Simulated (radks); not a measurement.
The numbers below are computed, except where a source is named.
Species: Os I. Configuration: [Xe] 4f14 5d6 6s2 (the NIST ground configuration). Code: a radial shooting solver on a logarithmic mesh with Libxc functionals. Model: scalar-relativistic Kohn-Sham, PBEsol, spin-polarised, spherical densities, point nucleus; open shells are filled with parallel spins first (spin-orbit coupling, left out, can overturn this in heavy ions); hard spherical wall at 3.5 bohr. Some entries of the table are withheld. Estimate them.

| orbital | occ. | eigenvalue (hartree) | <1/r> (bohr^-1) | <r^2> (bohr^2) |
|---|---|---|---|---|
| 1s down | 1 | -2713.630 | 90.48 | 0.0004334 |
| 1s up | 1 | -2713.630 | 90.48 | 0.0004334 |
| 2s up | 1 | -472.2428 | 21.18 | 0.006643 |
| 2s down | 1 | -472.2345 | 21.18 | 0.006643 |
| 2p up | 3 | -411.1536 | 19.05 | 0.005534 |
| 2p down | 3 | -411.1469 | 19.05 | 0.005534 |
| 3s up | 1 | -109.5509 | 7.845 | 0.04301 |
| 3s down | 1 | -109.5478 | 7.845 | 0.04301 |
| 3p up | 3 | -91.61832 | 7.209 | 0.04391 |
| 3p down | 3 | -91.61485 | 7.209 | 0.04391 |
| 3d up | 5 | -71.58906 | 6.803 | 0.03638 |
| 3d down | 5 | -71.58319 | 6.803 | 0.03638 |
| 4s up | 1 | -22.76336 | 3.346 | 0.2106 |
| 4s down | 1 | -22.75547 | 3.346 | 0.2106 |
| 4p up | 3 | -16.88213 | 3.032 | 0.2402 |
| 4p down | 3 | -16.87462 | 3.032 | 0.2402 |
| 4d up | 5 | -9.58597 | 2.706 | 0.2772 |
| 4d down | 5 | -9.57708 | 2.706 | 0.2769 |
| 5s up | 1 | -2.98601 | 1.325 | 1.156 |
| 5s down | 1 | -2.92057 | 1.334 | 1.144 |
| 5p up | 3 | -1.51629 | 1.110 | 1.595 |
| 4f up | 7 | -1.48313 | 2.234 | 0.3883 |
| 4f down | 7 | -1.46771 | 2.240 | 0.3831 |
| 5p down | 3 | -1.43369 | 1.119 | 1.579 |
| 5d up | 5 | 0.10205 | 0.7781 | 2.941 |
| 5d down | 1 | 0.19652 | 0.7772 | 2.967 |
| 6s up | 1 | 0.27094 | 0.6053 | 4.759 |
| 6s down | 1 | 0.34429 | 0.5986 | 4.807 |
| 6p up | 0 | 0.74711 | 0.6050 | 5.145 |
| 6p down | 0 | 0.81066 | 0.5997 | 5.188 |
| 5f up | 0 | (1) | 0.5467 | 4.927 |
| 5f down | 0 | (2) | 0.5389 | 4.996 |
| 7s up | 0 | 2.53332 | 0.6967 | 5.132 |
| 7s down | 0 | 2.59924 | 0.6970 | 5.118 |

Answer. 
(1) 5f up eigenvalue (hartree): 1.29434
(2) 5f down eigenvalue (hartree): 1.37203
